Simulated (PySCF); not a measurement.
Structure problem from calculated spectra and properties.

Formula: C5H11NO2Si.

* Rotational structure: rotational constants A, B, C: 2.416, 0.754, 0.624 GHz [GFN2-xTB]
* 13C NMR: chemical shifts (computed TMS as zero) by class: 162.2 (1 C), 153.2 (1 C), 107.1 (1 C), 50.3 (1 C), 45.0 (1 C) ppm [GIAO PBE0/pcSseg-1]
* 1H NMR: chemical shifts (computed TMS as zero) by class: 8.32 (1 H), 5.27 (1 H), 4.81 (2 H), 4.43 (1 H), 3.87 (3 H), 3.80 (3 H) ppm [GIAO PBE0/pcSseg-1]
* NMR, other nuclei: isotropic shieldings of nuclei other than C and H, by class: -128 (1 N), 206 (1 O), 314 (1 O), 386 (1 Si) ppm [GIAO PBE0/pcSseg-1]
* Dipole: 1.50 D [PBE0/pcSseg-1]

Gas-phase values; electronic properties from PySCF, density fitting. Levels stand in brackets. Geometry: GFN2-xTB, one conformer, isolated molecule. Each NMR value is the plain mean over a class of atoms that symmetry, rotation or inversion makes alike.

Question: Propose a structure and show how it fits.

Answer: Numbering: `[CH2:1]=[C:2](/[CH:3]=[N:4]\[CH3:5])[O:6][SiH2:7][O:8][CH3:9]`. Its formula, C5H11NO2Si, gives 2 degrees of unsaturation: 0 rings and 2 π bonds in the structure found. 5 carbons fall into 5 classes; from least to most shielded: imine carbon [C3] (162.2 ppm), vinylic carbon bearing oxygen [C2] (153.2 ppm), terminal =CH2 carbon [C1] (107.1 ppm), methoxy carbon [C9] (50.3 ppm), N-methyl carbon [C5] (45.0 ppm). Hydrogen classes from least to most shielded: 1 H on an imine carbon, C3 (8.32 ppm), 1 H on a terminal =CH2 carbon, C1 (5.27 ppm), 2 H on an oxygen-bound silicon, Si7 (4.81 ppm), 1 H on a terminal =CH2 carbon, C1 (4.43 ppm), 3 H on a methoxy carbon, C9 (3.87 ppm), 3 H on an N-methyl carbon, C5 (3.80 ppm, a mean of values up to 0.6 ppm apart in this geometry). The other shieldings belong to: -128 ppm, imine nitrogen [N4]; 206 ppm, silyl ether oxygen [O6]; 314 ppm, silyl ether oxygen [O8]; 386 ppm, oxygen-bound silicon [Si7]. The optimised geometry has point group C1 and is an asymmetric top. Structure: `C=C(/C=N\C)O[SiH2]OC`. Computed isomers that give other values at the same levels: `[H]/N=C/C(=C)O[Si@@H](C)OC` (13C chemical shifts (computed TMS as zero) by class: 169.0 (1 C), 164.7 (1 C), 114.0 (1 C), 52.1 (1 C), 3.4 (1 C) ppm); `CO/C(=C\[SiH3])CC(N)=O` (13C chemical shifts (computed TMS as zero) by class: 177.7 (1 C), 170.4 (1 C), 95.0 (1 C), 56.7 (1 C), 46.0 (1 C) ppm); `CO[Si](C)(CC#N)OC` (13C chemical shifts (computed TMS as zero) by class: 124.5 (1 C), 53.4 (2 C), 3.5 (1 C), -5.4 (1 C) ppm). The assignments are read from this structure; whether some other isomer fits the data as well wasn't checked.

Shape of the structure used: `[CH2:1]=[C:2](/[CH:3]=[N:4]\[CH3:5])[O:6][SiH2:7][O:8][CH3:9]`: C1–C2–C3–N4 41°, C1–C2–O6–Si7 -163°, C2–O6–Si7–O8 -62°, O6–Si7–O8–C9 -176°.
